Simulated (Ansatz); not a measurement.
Ansatz (a quantum-chemistry and plane-wave program) input (RI-MP2/cc-pV(Q+d)Z):
A basis named .json is the Basis Set Exchange file of that set.

Ansatz 0.2 input:
```yaml
crystal:
  periodic: [false, false, false]
  atoms:
    - {symbol: Si, position_ang: [2.62007952, -0.62469694, 0.49855073]}
    - {symbol: N, position_ang: [1.26062635, -0.34918719, -0.56540884]}
    - {symbol: Si, position_ang: [-0.33361023, 0.07197689, -0.19448664]}
    - {symbol: Cl, position_ang: [-0.86268924, 1.88236260, -0.99017400]}
    - {symbol: Cl, position_ang: [-1.67496060, -1.29602347, -0.91448652]}
    - {symbol: Cl, position_ang: [-0.48289824, 0.16389835, 1.84135634]}
    - {symbol: H, position_ang: [3.76395970, -0.93249070, -0.38775523]}
    - {symbol: H, position_ang: [2.91825257, 0.57556712, 1.30773710]}
    - {symbol: H, position_ang: [2.36899672, -1.76220559, 1.40825599]}
    - {symbol: H, position_ang: [1.46315422, -0.45251663, -1.55110259]}
basis:
  gaussian:
    orbitals: cc-pV_Q+d_Z.json
    fitting: {mean_field: def2-universal-jkfit, correlation: cc-pVQZ-RIFIT.json}
magnetization: {spin_polarized: false}
correlation: {method: mp2, electrons: outside_noble_gas}
```

Output:

```
Functional definition: HF
integrals: 1.23 GiB planned
789 factors; integrals over basis functions are off by at most 6.0e0 eV
1.36 GiB of device memory are held for the factors and their scratch space
mean field: 2.91 GiB planned
mean field evaluation 1: about -54787.1181 eV, gradient 3.8e1 eV
mean field evaluation 2: about -54789.6146 eV, gradient 2.1e1 eV
mean field evaluation 4: about -54790.5168 eV, gradient 6.9e-1 eV
mean field -54790.51988153 eV, -2013.5144672981 hartree, gradient 8.9e-7 eV, S^2 0.000000; 0 other end points of the search recorded, 0 dependent functions left out
26 core orbitals not correlated
1142 factors; their error is unknown
reference -54790.51988153 eV, -2013.5144672981 hartree; 19, 19 occupied and 450, 450 virtual orbitals, 1142 factors
second order -30.07821928 eV of doubles, -0.00000000 eV of singles
Total energy: -54820.59810081 eV, -2014.6198214688 hartree
```
